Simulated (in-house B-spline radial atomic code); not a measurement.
Whole-atom quantities along the 23-electron series, configuration [Ar] 3d5. Computed with an all-electron radial atomic-structure program (B-spline basis): non-relativistic Hartree-Fock, average of the configuration, point nuclei.

This level leaves out relativity, spin-orbit splitting included, which matters for heavy ions.

```tsv
ion	Z	E/Z² (Eh)	Σ<r²> (bohr²)	n(0)/Z³ (bohr⁻³)	Lamb diamagnetic shielding (ppm)	repulsion over attraction
Dy43+	66	-2.3408	0.78442	0.71143	5899.79	0.070353
Ho44+	67	?	?	?	?	?
Er45+	68	?	?	?	?	?
Tm46+	69	-2.3563	0.70513	0.71256	6189.76	0.067511
Yb47+	70	?	?	?	?	?
Lu48+	71	-2.3659	0.6588	0.71327	6383.08	0.065738
Hf49+	72	-2.3706	0.63734	0.71361	6479.73	0.064886
Ta50+	73	-2.3751	0.61691	0.71394	6576.39	0.064055
W51+	74	-2.3795	0.59745	0.71426	6673.04	0.063245
Re52+	75	-2.3837	0.57891	0.71457	6769.69	0.062455
Os53+	76	-2.3879	0.56121	0.71488	6866.35	0.061684
Ir54+	77	-2.392	0.54432	0.71518	6963	0.060932
```

Problem. Fill in the row of Ho44+.

Solution. E/Z² (Eh): -2.3461; Σ<r²> (bohr²): 0.75656; n(0)/Z³ (bohr⁻³): 0.71182; Lamb diamagnetic shielding (ppm): 5996.45; repulsion over attraction: 0.06938.

Problem. Fill in the row of Er45+.

Solution. E/Z² (Eh): -2.3513; Σ<r²> (bohr²): 0.73016; n(0)/Z³ (bohr⁻³): 0.71219; Lamb diamagnetic shielding (ppm): 6093.11; repulsion over attraction: 0.068433.

Problem. Fill in the row of Yb47+.

Solution. E/Z² (Eh): -2.3612; Σ<r²> (bohr²): 0.68137; n(0)/Z³ (bohr⁻³): 0.71292; Lamb diamagnetic shielding (ppm): 6286.42; repulsion over attraction: 0.066613.

Problem. With what power of Z does the column «Σ<r²> (bohr²)» change over this range?

Solution. A fit of the logarithm of its size against log Z from Z = 66 to 77 has slope -2.37. Unscreened non-relativistic hydrogenic orbitals would give -2.
